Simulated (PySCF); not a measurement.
**Nuclear quadrupole coupling in `C=C(C)[Si@@](O)([SiH3])CC`**

C₅H₁₄OSi₂.
Geometry (PBE0-D3(BJ)/def2-SVP, Å), atoms numbered from 1 in this order:
```
atom  x, y, z in Å
C1    -2.6141   -0.2132   -1.0057
C2    -1.6661   -0.3039   -0.0616
C3    -1.9513   -0.8171    1.3210
Si4    0.0800    0.2601   -0.4824
O5     0.2244    0.5238   -2.1349
Si6    0.4831    2.3465    0.5120
C7     1.3229   -1.0341    0.0992
C8     2.7700   -0.7076   -0.2588
H9    -2.3912    0.1798   -2.0031
H10   -3.6515   -0.5174   -0.8163
H11   -1.3699   -1.7293    1.5363
H12   -1.6645   -0.0788    2.0892
H13   -3.0180   -1.0530    1.4591
H14    0.0758   -0.2477   -2.6914
H15    1.8680    2.8523    0.2530
H16    0.3141    2.2243    1.9972
H17   -0.4955    3.3634    0.0168
H18    1.0199   -2.0008   -0.3447
H19    1.2066   -1.1626    1.1900
H20    2.8851   -0.5437   -1.3415
H21    3.4598   -1.5149    0.0330
H22    3.1115    0.2131    0.2407
```

Field gradients from the PBE0/pcSseg-1 density (PySCF, non-relativistic), principal values in atomic units, ordered |Vxx| ≤ |Vyy| ≤ |Vzz|:

```
atom      Vxx      Vyy     Vzz
  O5  -0.3085  -1.1969  1.5053
```

Find the asymmetry η = (Vxx − Vyy)/Vzz and the couplings χ = eQV/h (234.96 MHz × Q in barn × V in au), with Q(17O) = −0.0256 b.

| atom | environment | nucleus | η | χzz (MHz) | χxx (MHz) | χyy (MHz) |
| --- | --- | --- | --- | --- | --- | --- |
| O5 | silanol oxygen | 17O | 0.59 | -9.05 | 1.86 | 7.20 |

What is Vzz at O5 in SI units (1 au = 9.71736 × 10²¹ V/m²)?

1.5053 au = 14.628 × 10²¹ V/m².

And the gradient at the other heavy atoms, for which no coupling is worked out here?

```
atom                      environment  Vzz (au)     η
  C1             terminal =CH2 carbon     0.307  0.44
  C2  fully substituted alkene carbon     0.366  0.53
  C3                   allylic carbon     0.057  0.52
 Si4             oxygen-bound silicon     0.461  0.33
 Si6                     SiH3 silicon    -0.094  0.52
  C7      sp3 carbon bound to silicon    -0.110  0.30
  C8                    methyl carbon     0.078  0.11
```

What couplings would deuterons (Q(2H) = 0.00286 b) have in place of the hydrogens, at this geometry?

```json
{"atom": "H9", "bonded to": "C1", "bond length (Å)": "1.095", "Vzz (au)": "0.3006", "η": "0.05", "χzz (kHz)": "202"}
{"atom": "H10", "bonded to": "C1", "bond length (Å)": "1.098", "Vzz (au)": "0.2998", "η": "0.05", "χzz (kHz)": "201"}
{"atom": "H11", "bonded to": "C3", "bond length (Å)": "1.103", "Vzz (au)": "0.2882", "η": "0.03", "χzz (kHz)": "194"}
{"atom": "H12", "bonded to": "C3", "bond length (Å)": "1.103", "Vzz (au)": "0.2864", "η": "0.03", "χzz (kHz)": "192"}
{"atom": "H13", "bonded to": "C3", "bond length (Å)": "1.101", "Vzz (au)": "0.2908", "η": "0.03", "χzz (kHz)": "195"}
{"atom": "H14", "bonded to": "O5", "bond length (Å)": "0.963", "Vzz (au)": "0.4828", "η": "0.07", "χzz (kHz)": "324"}
{"atom": "H15", "bonded to": "Si6", "bond length (Å)": "1.497", "Vzz (au)": "0.1414", "η": "0.02", "χzz (kHz)": "95"}
{"atom": "H16", "bonded to": "Si6", "bond length (Å)": "1.500", "Vzz (au)": "0.1398", "η": "0.01", "χzz (kHz)": "94"}
{"atom": "H17", "bonded to": "Si6", "bond length (Å)": "1.496", "Vzz (au)": "0.1422", "η": "0.02", "χzz (kHz)": "96"}
{"atom": "H18", "bonded to": "C7", "bond length (Å)": "1.106", "Vzz (au)": "0.2874", "η": "0.03", "χzz (kHz)": "193"}
{"atom": "H19", "bonded to": "C7", "bond length (Å)": "1.105", "Vzz (au)": "0.2894", "η": "0.03", "χzz (kHz)": "194"}
{"atom": "H20", "bonded to": "C8", "bond length (Å)": "1.101", "Vzz (au)": "0.2892", "η": "0.03", "χzz (kHz)": "194"}
{"atom": "H21", "bonded to": "C8", "bond length (Å)": "1.101", "Vzz (au)": "0.2923", "η": "0.02", "χzz (kHz)": "196"}
{"atom": "H22", "bonded to": "C8", "bond length (Å)": "1.102", "Vzz (au)": "0.2892", "η": "0.03", "χzz (kHz)": "194"}
```

Isolated species at its PBE0-D3(BJ)/def2-SVP geometry (one conformer only). A larger basis could move these couplings by a tenth or more.
